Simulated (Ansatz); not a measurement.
Relaxation of the cluster Sn2Pt with RKS r2SCAN-D4/def2-TZVP.

```sh
$ ansatz run in.yaml --threads 4 --pin off --events-out ev --progress --plain --max-ram 3916MiB
```

```yaml
crystal:
  periodic: [false, false, false]
  atoms:
    - {symbol: Pt, position_ang: [1.025320, 0.231670, 0.387800]}
    - {symbol: Sn, position_ang: [-0.720300, 1.627650, -0.686610]}
    - {symbol: Sn, position_ang: [-0.305030, -1.859330, 0.298800]}
basis:
  gaussian: {orbitals: def2-TZVP}
hamiltonian: {xc: r2scan, dispersion: d4}
scf: {lower_state_search: "off"}
output: {orbitals: {seedname: orbitals}}
relax: {f_tol: 0.02, max_steps: 100}
```

Run time 12 s (4 threads of Arm Neoverse V1 on a shared host).

Positions (Å) and forces (eV/Å) at steps 1, 2, 3, 4, 5 of 5:

```xyz
3
step=1 energy=-14917.5011 eV
Pt    1.025    0.232    0.388    0.830    0.188    0.314
Sn   -0.720    1.628   -0.687   -0.324   -0.860    0.060
Sn   -0.305   -1.859    0.299   -0.507    0.673   -0.374
3
step=2 energy=-14917.9729 eV
Pt    1.153    0.260    0.436    0.510    0.115    0.193
Sn   -0.763    1.441   -0.662   -0.158   -0.873    0.134
Sn   -0.389   -1.702    0.226   -0.352    0.758   -0.327
3
step=3 energy=-14918.2131 eV
Pt    1.252    0.283    0.473    0.278    0.063    0.105
Sn   -0.792    1.251   -0.630   -0.163    0.171   -0.110
Sn   -0.460   -1.534    0.157   -0.115   -0.234    0.005
3
step=4 energy=-14918.2147 eV
Pt    1.270    0.287    0.481   -0.244   -0.055   -0.092
Sn   -0.802    1.260   -0.637    0.134   -0.075    0.075
Sn   -0.468   -1.547    0.156    0.110    0.130    0.017
3
step=5 energy=-14918.2172 eV
Pt    1.259    0.285    0.476    0.008    0.002    0.003
Sn   -0.797    1.260   -0.634   -0.004   -0.002   -0.001
Sn   -0.463   -1.545    0.158   -0.004    0.000   -0.002
```

In the def2 sets Pt, Sn take a core potential; there is no spin–orbit coupling. The structure comes from a short search, and lower isomers may exist.
